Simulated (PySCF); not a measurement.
**Simulated characterisation data**

Gas phase, no relativistic terms, rapidly exchanging positions averaged, one computed conformer. Couplings computed with B3LYP/pcJ-1 (spin–dipole term left out of most H,H and C,H couplings); PBE0/pcSseg-1 with gauge-including orbitals; GFN2-xTB geometry; PySCF.

δ = σ(ref) − σ, references computed at the same level: $^{1}$H (31.72 ppm) and $^{13}$C (186.93 ppm) against TMS. Multiplet labels drop J under 1 Hz and among equivalent protons, and merge close values. Unscaled 3J(H,H) run several per cent high. Splittings of carbon signals by F and P are missing where no couplings were computed. Where no couplings were computed, multiplicities follow the n + 1 count of equivalent neighbours, and m marks all less simple cases (inequivalent or close neighbours, rings, F or P nearby). Vicinal couplings that depend on rotamer populations or ring flexing (ring, CH–CH, X–H and H–F types) are those of the one conformer. Shifts are as computed. Against solution values, carbons near 30 ppm lie about +3 ppm off and those near 130 ppm about +5 ppm. Of 1211 compounds with measured shifts, 218 miss one by over three times the rms of a fit or turn the order of signals round; such compounds aren't used in these exercises. OH and NH positions are gas-phase values without hydrogen bonding to other molecules.

**1.** SMILES C(/C(CC)=C\C[SiH3])CF, C7H15FSi. $^{1}$H NMR (600 MHz, computed): δ 5.69 (t, 1H), 4.55 (m, 2H), 3.87 (t, 3H), 2.65 (m, 2H), 1.96 (q, 2H), 1.78 (m, 2H), 1.10 (t, 3H). $^{13}$C{$^{1}$H} NMR (computed): δ 142.0 (C), 132.5 (CH), 84.3 (CH2), 36.9 (CH2), 35.5 (CH2), 18.2 (CH3), 14.1 (CH2).

**2.** SMILES CN(C)c1cnccp1, C6H9N2P. $^{1}$H NMR (600 MHz, computed): δ 8.84 (m, 1H), 8.57 (m, 1H), 8.54 (m, 1H), 3.29 (s, 6H). $^{13}$C{$^{1}$H} NMR (computed): δ 173.5, 152.6, 145.6, 136.7, 44.2.

**3.** SMILES C=C1[SiH2]C([SiH3])=C(C=O)C1=C, C7H10OSi2. $^{1}$H NMR (600 MHz, computed): δ 10.10 (s, 1H), 6.95 (br s, 1H), 6.14 (br s, 1H), 6.11 (m, 1H), 6.05 (m, 1H), 5.00 (s, 2H), 4.53 (s, 3H). $^{13}$C{$^{1}$H} NMR (computed): δ 193.2, 184.0, 163.9, 153.5, 149.5, 133.7, 109.7.

**4.** `C1C(=N)CC1`, C4H7N. $^{1}$H NMR (600 MHz, computed): δ 10.59 (br s, 1H), 3.02 (m, 2H), 2.73 (m, 2H), 1.81 (m, 2H). $^{13}$C{$^{1}$H} NMR (computed): δ 184.1 (C), 39.5 (CH2), 39.3 (CH2), 11.4 (CH2).
